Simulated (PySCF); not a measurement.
# Vertical excitation energies

C₃H₈O₃Si₂.
SMILES with atom numbers: `[CH:1]#[C:2][SiH2:3][O:4][Si@H:5]([OH:6])[O:7][CH3:8]` (hydrogens: H9 on C1; H10, H11 on Si3; H12 on Si5; H13 on O6; H14, H15, H16 on C8)

Computed with TDDFT B3LYP/def2-SVPD, vertical, gas phase, core orbitals frozen in the response (PySCF 2.14.0, density-fitted response routines). Geometry: GFN2-xTB, one conformer, isolated molecule. Torsions of this conformer, `[CH:1]#[C:2][SiH2:3][O:4][Si@H:5]([OH:6])[O:7][CH3:8]`: C2–Si3–O4–Si5 -52°, Si3–O4–Si5–O6 26°, O4–Si5–O7–C8 174°, H–O6–Si5–O4 44°.

Q: Predict the UV-vis stick spectrum at this level.

A: 

```
state  E (eV)  E (kJ/mol)  λ (nm)       f  main configurations (H = HOMO, L = LUMO)
   S1    5.97         576   207.7  0.0006                    H-1→L (80%), H→L (12%)
   S2    6.32         609   196.3  0.0029                H-2→L (55%), H-1→L+1 (34%)
   S3    6.50         628   190.6  0.0003                             H-2→L+1 (93%)
   S4    6.86         662   180.8  0.0061                    H→L (86%), H-1→L (12%)
   S5    7.15         690   173.4  0.0078                  H-4→L (48%), H-3→L (43%)
   S6    7.35         709   168.7   0.012                H-1→L+2 (78%), H→L+2 (15%)
   S7    7.41         715   167.3  0.0045     H-3→L (32%), H-4→L (29%), H→L+2 (19%)
   S8    7.43         716   167.0   0.012     H→L+2 (38%), H→L+1 (22%), H-3→L (15%)
```

Triplets, Tamm–Dancoff:

```tsv
state	E (eV)	λ (nm)	main configurations (H = HOMO, L = LUMO)
T1	5.09	243.8	H-2→L (54%), H-1→L+1 (27%)
T2	5.46	227.3	H-1→L (60%), H-2→L+1 (20%), H→L (9%)
T3	5.54	223.9	H-1→L+1 (50%), H-2→L (31%)
```

The lowest singlet lies at 5.97 eV (208 nm, ultraviolet) and is very weak; its leading configuration is HOMO-1→LUMO (80%). The largest oscillator strength of a single state is 0.012. Löwdin shares by element: HOMO (one of a set within 0.03 eV) oxygen 48% or more, carbon 12% or more, silicon 8% or more, hydrogen 7% or more (atoms not listed hold the other 26%); LUMO carbon 51% or more, silicon 23% or more, hydrogen 6% or more (atoms not listed hold the other 21%). Orbital energies (eV): HOMO-3 -8.67, HOMO-2 -8.36, HOMO-1 -8.17, HOMO -8.16, LUMO -0.70, LUMO+1 -0.18, LUMO+2 0.02. Weighted by f, the mean energy of these states is 7.19 eV. The listed states span 1.46 eV. Singlets were solved by full linear response, triplets in the Tamm–Dancoff approximation.
